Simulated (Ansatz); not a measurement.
Which method gave which barrier?

Saddle point of SiH4BrOF, closed shell (SiH₃OF ([OH][SiH2][F]) + HBr → SiH₃BrO ([OH][SiH2][Br]) + HF; bonds formed: Si1–Br7, F2–H6; bonds broken: Si1–F2, H6–Br7), PBE0-D4/def2-TZVP structure:

Si1  (-0.528, -0.103, -0.108)
F2  (1.350, 0.036, 0.377)
H3  (-0.392, -1.363, -0.854)
H4  (-1.642, 0.796, -0.442)
O5  (-0.861, -0.322, 1.479)
H6  (1.575, 0.550, -0.512)
Br7  (0.756, 1.242, -1.958)
H8  (-0.257, -0.837, 2.018)
(Å)

Program: Ansatz 0.2.0. Basis: def2-TZVPP, with def2-QZVPP for the basis limit. Cores are frozen in the correlated methods. Filled d shells of the heavier atoms are correlated. The def2 sets are not built for correlating such inner shells, so the correlated values are less sure here. Extrapolation: Hartree–Fock as exp(−7.88 √X), correlation as X^−2.97. Four methods, as single points on the PBE0-D4 structures, gave these electronic barriers from the start structure: 124.3, 140.6, 167.2, 220.3 kJ/mol.

(1) The methods were, in alphabetical order, CCSD(T), HF, PBE-D4, r2SCAN-D4. Which gave which? (Judge from chemistry; the calculation decides.)

T1 diagnostic: at most 0.011.

Results:

(1) Computed: PBE-D4 124.3; r2SCAN-D4 140.6; CCSD(T) 167.2; HF 220.3 kJ/mol. For comparison, CCSD(T) at an estimated basis limit (MP2 extrapolated from triple and quadruple zeta, plus CCSD(T) − MP2 in triple zeta) gives 162.1 kJ/mol.

Labels in which every atom is bracketed show which atoms are joined, not bond orders.

For scale, one of the runs: CCSD(T)/def2-TZVPP, 208 basis functions, launched by `ansatz run in.yaml --threads 4 --pin off --events-out ev --progress --plain --max-ram 9574MiB`. Hardware: 4 CPU threads of an Arm Neoverse V1, shared host. Wall time 110 s; peak host memory 2.9 GiB.
